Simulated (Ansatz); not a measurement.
`N[SiH2][GeH2][NH2]` + `[OH][GeH3]` → `N[SiH2][O][GeH3]` + `[NH2][GeH3]`  (cleavage of the Si–Ge bond)

Program: Ansatz. Geometries: PBE0-D4/def2-TZVP. ΔE: electronic, gas phase. CBS: MP2 limit from def2 TZ/QZ plus the TZ coupled-cluster correction, frozen cores. Functionals use def2-TZVPP. For Ge outer-core shells are correlated without core-valence functions, which leaves a few kJ/mol of doubt a bond. Scalar relativity is left out up to krypton. One conformer a species, not always the lowest.

`N[SiH2][GeH2][NH2]`:

Cartesian coordinates in Å:
```
N -0.201 -1.677 -1.114
Si 0.913 -0.957 -0.004
Ge -0.243 0.833 1.081
N -0.830 2.143 -0.094
H 0.152 -2.270 -1.849
H -1.075 -2.037 -0.764
H 1.511 -1.887 1.005
H 2.041 -0.423 -0.817
H 0.643 1.549 2.119
H -1.505 0.296 1.790
H -1.342 1.751 -0.875
H -0.064 2.680 -0.479
```

`[OH][GeH3]`:

```xyz
6

O    -0.663    0.240    1.177
Ge    0.282   -0.207   -0.267
H    -1.244    0.987    1.022
H     1.129   -1.398    0.189
H     1.164    0.977   -0.705
H    -0.668   -0.598   -1.416
```

`N[SiH2][O][GeH3]`:

```xyz
11

N    -0.981    0.560   -2.131
Si    0.163    0.532   -0.868
O    -0.289   -0.378    0.417
Ge    0.432   -0.782    1.984
H    -1.835    1.084   -2.039
H    -1.108   -0.243   -2.726
H     1.423   -0.025   -1.426
H     0.352    1.935   -0.413
H    -0.580   -1.696    2.684
H     1.768   -1.506    1.743
H     0.656    0.518    2.776
```

`[NH2][GeH3]`:

Z-matrix (Å, degrees):
```
Ge
N 1 1.843
H 1 1.536 2 106.9
H 1 1.548 2 114.5 3 -120.5
H 1 1.536 2 106.8 3 119.0
H 2 1.011 1 113.7 3 59.1
H 2 1.011 1 113.6 3 -176.9
```

```
             level  ΔE (kJ/mol)  difference from CCSD(T)/CBS
           PBE0-D4       -102.0                         15.0
           ωB97M-V       -118.6                         -1.6
            B2PLYP       -120.7                         -3.7
            r2SCAN       -112.4                          4.6
              PBE0       -102.9                         14.1
    MP2/def2-TZVPP       -122.5                         -5.5
CCSD(T)/def2-TZVPP       -118.5                         -1.5
     HF/def2-QZVPP       -146.7                        -29.7
    MP2/def2-QZVPP       -122.7                         -5.7
      HF/CBS(def2)       -147.0                        -30.0
       CCSD(T)/CBS       -117.0                            0
```

Largest T1 diagnostic among the species: 0.012.

From PBE to PBE0 (25 % exact exchange), in def2-TZVPP and without D4, ΔE moves by −9.3 kJ/mol. In def2-TZVPP, CCSD(T) changes the Hartree–Fock value by +25.5 kJ/mol (the triples alone add +3.1 kJ/mol) and MP2 by +21.4 kJ/mol.
